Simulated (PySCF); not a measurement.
**How methods differ on the fine-structure interval of Ce²³⁺**

Ce²³⁺ [Ar] 3d10 4s2 4p5 [4p1/2^2 4p3/2^3, M_J = 3/2] → Ce²³⁺ [Ar] 3d10 4s2 4p5 [4p1/2^1 4p3/2^4, M_J = 1/2], as a difference of total energies. All numbers are calculated (PySCF 2.14, the two-component X2C-1e Hamiltonian, in an even-tempered Gaussian basis (17 s from 1.7 bohr⁻², ratio 2.8; 14 p from 2.2 bohr⁻², ratio 2.8; 9 d from 3.8 bohr⁻², ratio 2.8; 4 f from 12 bohr⁻², ratio 3)). Correlated levels: [Ne] frozen; the 90 highest virtual spinors dropped. "Screened" scales the spin-orbit matrix elements by Boettger's factors to mimic the two-electron term; Breit and QED terms are absent.

```json
{"method": "GHF (screened spin-orbit)", "fine-structure interval (cm⁻¹)": "200020"}
{"method": "GMP2 (screened spin-orbit)", "fine-structure interval (cm⁻¹)": "200840"}
{"method": "GHF (bare spin-orbit)", "fine-structure interval (cm⁻¹)": "207630"}
```
